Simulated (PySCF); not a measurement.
Correlation energy of O⁺ (oxygen, charge +1)

[He] 2s2 2p3, high-spin 4S determinant. All numbers are calculated (PySCF 2.14, scalar relativity by spin-free X2C-1e, in x2c-TZVPall (5s3p2d1f, 31 functions)). Frozen: 1s2; 5 electrons correlated.

MP2 pair energies summed by pair of shells (mhartree):

```
 pair  energy  share (%)
2s-2p  -63.24       65.8
2p-2p  -23.12       24.0
2s-2s   -9.77       10.2
```

Total MP2 correlation energy: -96.12 mhartree.

Same-spin part -28.39 and opposite-spin part -67.73 mhartree; SCS-MP2 scales them by 1/3 and 6/5 to -90.74 mhartree.

| level | correlation energy (mhartree) |
| --- | --- |
| CCSD | -111.40 |
| (T) | -1.55 |
| CCSD(T) | -112.95 |

Diagnostics: T1 = 0.0041, D1 = 0.0088, largest double amplitude 0.036.

Cost of the coupled-cluster step: 0.25 s of wall time on 1 thread of Neoverse-V2 (shared host), for 5 correlated electrons.

Iterations:

```
CC2 = 0
CCSD nocc = (np.int64(4), np.int64(1)), nmo = (30, 30)
frozen orbitals [[0], [0]]
max_cycle = 100
direct = 0
conv_tol = 1e-08
conv_tol_normt = 1e-06
diis_space = 8
diis_start_cycle = 0
Init t2, MP2 energy = -0.0961234230555222
Init E_corr(UCCSD) = -0.0961234230562873
cycle = 1  E_corr(UCCSD) = -0.108237724122867  dE = -0.0121143011  norm(t1,t2) = 0.0240632
cycle = 2  E_corr(UCCSD) = -0.110459429122852  dE = -0.002221705  norm(t1,t2) = 0.00792127
cycle = 3  E_corr(UCCSD) = -0.111440426899848  dE = -0.000980997777  norm(t1,t2) = 0.00324558
cycle = 4  E_corr(UCCSD) = -0.111395675592396  dE = 4.47513075e-05  norm(t1,t2) = 0.000535648
cycle = 5  E_corr(UCCSD) = -0.111403325285925  dE = -7.64969353e-06  norm(t1,t2) = 0.000106362
cycle = 6  E_corr(UCCSD) = -0.111403403434469  dE = -7.8148544e-08  norm(t1,t2) = 1.05642e-05
cycle = 7  E_corr(UCCSD) = -0.111403467834438  dE = -6.43999687e-08  norm(t1,t2) = 1.28232e-06
cycle = 8  E_corr(UCCSD) = -0.1114034497551  dE = 1.80793383e-08  norm(t1,t2) = 1.96719e-07
cycle = 9  E_corr(UCCSD) = -0.111403451351023  dE = -1.59592292e-09  norm(t1,t2) = 3.20765e-08
UCCSD converged
E(UCCSD) = -74.53802242696921  E_corr = -0.1114034513510227
UCCSD(T) correction = -0.0015502981156237
```
